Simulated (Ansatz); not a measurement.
Pulling on the B1–H2 bond in BF2H (SMILES FBF) (multiplicity 1 held, fragments rigid). Energies count from the point at 1.187 Å.
Geometry at that point (charge 0, multiplicity 1):
```xyz
4

B     -0.23542    -0.38536     0.08190
H     -0.84420    -1.38184     0.29368
F      0.89920    -0.13881     0.70492
F     -0.67460     0.50643    -0.78305
```

U- levels take the lowest unrestricted solution at each point, which mixes spins at long bonds. Active spaces are followed from a long bond inwards. Levels need not reach the same state.

Cores are frozen in the correlated methods.

The values were computed with Ansatz (an electronic-structure program). Each number belongs to the level named beside it.

**Question.** Give the energy at R = 3.798 Å at the level CASSCF(2,2)/cc-pVTZ.

**Answer.** 423 kJ/mol

**Question.** What energy at R = 3.798 Å does U-r2SCAN/cc-pVTZ give?

**Answer.** 452 kJ/mol

**Question.** What energy at R = 3.798 Å does U-HF/cc-pVTZ give?

**Answer.** 386 kJ/mol

Doubts at one or more of the structures used: a spin-contaminated determinant (U-HF/cc-pVTZ, U-r2SCAN/cc-pVTZ).
